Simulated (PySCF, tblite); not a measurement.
Bond stretch in SMILES F[SiH3] (H3FSi). The Si1–H5 bond (Si1 also carries F, H, H; H5 carries nothing else) is pulled apart rigidly from the PBE0/def2-TZVP optimised geometry.

Levels of theory: GFN2-xTB, 300 K electronic temperature (tblite); UCCSD(T) = CCSD(T) on UHF/6-31G, 6 core orbitals frozen (PySCF).

Energies relative to the lowest point of each curve near equilibrium, in kcal/mol; the last columns give the difference from UCCSD(T):

```
R / Å  GFN2-xTB  UCCSD(T)  GFN2-xTB − UCCSD(T)
-----  --------  --------  -------------------
1.20       30.4      30.4                  0.0
1.26       14.6      17.9                 -3.3
1.32        5.7       9.4                 -3.7
1.40        0.6       2.8                 -2.2
1.42        0.1       1.8                 -1.7
1.48        0.0       0.2                 -0.2
1.52        0.7       0.0                  0.7
1.57        2.2       0.6                  1.6
1.65        5.5       3.0                  2.5
1.72        9.0       6.2                  2.8
1.83       15.0      12.4                  2.6
2.02       26.9      24.8                  2.1
2.22       40.1      37.9                  2.1
2.47       55.9      52.6                  3.4
2.66       66.8      61.6                  5.2
2.94       80.3      71.6                  8.6
3.29       92.7      78.8                 13.9
3.67      101.1      81.2                 19.9
4.02      105.5      81.8                 23.7
4.48          —      82.0                    —
5.20          —      82.1                    —
```

GFN2-xTB is furthest from UCCSD(T) at 4.02 (23.7 kcal/mol, above); its mean absolute difference over the points is 5.3 kcal/mol.

Dashes: no converged value, or the column stops at the first point that the program doubted or that broke a chosen test of continuity, which isn't proof of a fault.

The unrestricted determinant behind UCCSD(T) is spin-contaminated at 2.22 to 5.20 Å (<S²> up to 1.0, against 0.00 for a pure singlet).
